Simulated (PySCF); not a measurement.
C₅H₇FO.
Numbering: `[O:1]=[C:2]1[CH2:3][CH2:4][C@@H:5]([F:6])[CH2:7]1`

Geometry (GFN2-xTB, Å), atoms numbered from 1 in this order:
```
atom  x, y, z in Å
O1     0.2096    2.4966   -0.5563
C2     0.1050    1.3292   -0.3035
C3    -1.1809    0.5911    0.0005
C4    -0.7519   -0.7405    0.6107
C5     0.6037   -1.0314   -0.0362
F6     0.4051   -1.6313   -1.2667
C7     1.2512    0.3336   -0.2378
H8    -1.6910    0.4333   -0.9531
H9    -1.8380    1.1798    0.6381
H10   -1.4580   -1.5442    0.4099
H11   -0.6214   -0.6477    1.6889
H12    1.2192   -1.7340    0.5349
H13    1.8462    0.3719   -1.1506
H14    1.9005    0.5932    0.5989
```

Definitions: NICS(0) = −σiso at the ring centroid; NICS(1) = −σiso and NICS(1)zz = −σzz at ±1 Å along the ring normal z. Level: GIAO PBE0/pcSseg-1 (PySCF, non-relativistic, gas phase) on the GFN2-xTB geometry, one conformer.

Ring bond lengths (Å), with Mayer bond orders in brackets: C2–C3 1.514 (0.98), C3–C4 1.526 (1.01), C4–C5 1.530 (1.00), C5–C7 1.524 (0.99), C7–C2 1.520 (0.96).

Q: Give the NICS values of each ring in ppm.

A: 
| ring | type | NICS(0) | NICS(1), two faces | NICS(1)zz, two faces | rms pucker (Å) | centre to ring atoms, mean (Å) |
| --- | --- | --- | --- | --- | --- | --- |
| C2–C3–C4–C5–C7 | 5-membered carbocycle; formal bonds all single | 2.0 | -1.3 / -2.8 | -1.1 / -4.0 | 0.15 | 1.28 |

Q: What can be read from them?

A: 
- C2–C3–C4–C5–C7: mean NICS(1)zz -2.5 ppm, near zero. C3, C4, C5, C7 have four or more neighbours; no verdict on aromaticity is drawn.

Q: What is the mean of the two in-plane components of NICS at the first NICS(1) probe listed for ring C2–C3–C4–C5–C7, 1 Å off the ring?

A: The isotropic value is a third of the trace: (3 × -1.3 − (-1.1))/2 = -1.4 ppm.

Q: Give the inner angles of the rings and the Hirshfeld charges of the ring atoms.

A: 
- C2–C3–C4–C5–C7: C2 108.2° (+0.172 e), C3 105.5° (-0.080 e), C4 104.2° (-0.078 e), C5 105.2° (+0.067 e), C7 105.8° (-0.089 e); sum 528.9° against 540° for a flat convex ring.

The run took 18 s on one thread, AMD EPYC 7R43 (x86_64), shared host with 256 logical CPUs at a one-minute load of 78, and the process peaked at 0.75 GiB of memory. This is the whole shielding run at PBE0/pcSseg-1, SCF included.
